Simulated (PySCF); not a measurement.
These compounds are isomers of formula C$_{6}$H$_{7}$NO.

A. `ONc1ccccc1`
B. `InChI=1S/C6H7NO/c1-6-4-2-3-5-7(6)8/h2-5H,1H3`
C. SMILES O(C)C1=CC=CC=N1

Spectrum 1. ¹³C{¹H} NMR (computed): δ 154.9 (C), 144.0 (CH), 131.8 (CH), 129.9 (CH), 124.4 (CH), 21.7 (CH3).

Spectrum 2. ¹³C{¹H} NMR (computed): δ 155.5 (C), 134.7 (CH), 124.4 (CH), 114.3 (CH).

Spectrum 3. ¹³C{¹H} NMR (computed): δ 171.7 (C), 154.0 (CH), 144.0 (CH), 120.1 (CH), 115.5 (CH), 55.8 (CH3).

PySCF 2.14.0 with density-fitted response routines calculation with geometry from GFN2-xTB and GIAO PBE0/pcSseg-1 shieldings; one conformer, no solvent, non-relativistic, fast rotation and ring inversion assumed for equivalent nuclei.

References, each an isolated molecule treated in the same way: ¹³C (186.93 ppm) vs TMS. Shifts are as computed. Against solution values, carbons near 30 ppm lie about +3 ppm off and those near 130 ppm about +5 ppm. Of 1211 compounds with measured shifts, 218 miss one by over three times the rms of a fit or turn the order of signals round; such compounds aren't used in these exercises.

Q: Match each spectrum to its structure.

A: 1–B, 2–A, 3–C.

- Spectrum 1 (B): 6 ¹³C signals; δC 144.0 is an aromatic CH next to a ring nitrogen; δC 131.8 is an aromatic CH.
- Spectrum 2 (A): 4 ¹³C signals; δC 155.5 is an aromatic carbon bearing nitrogen; δC 134.7 is an aromatic CH.
- Spectrum 3 (C): 6 ¹³C signals; δC 171.7 is an aromatic carbon bearing oxygen; δC 154.0 is an aromatic CH next to a ring nitrogen.
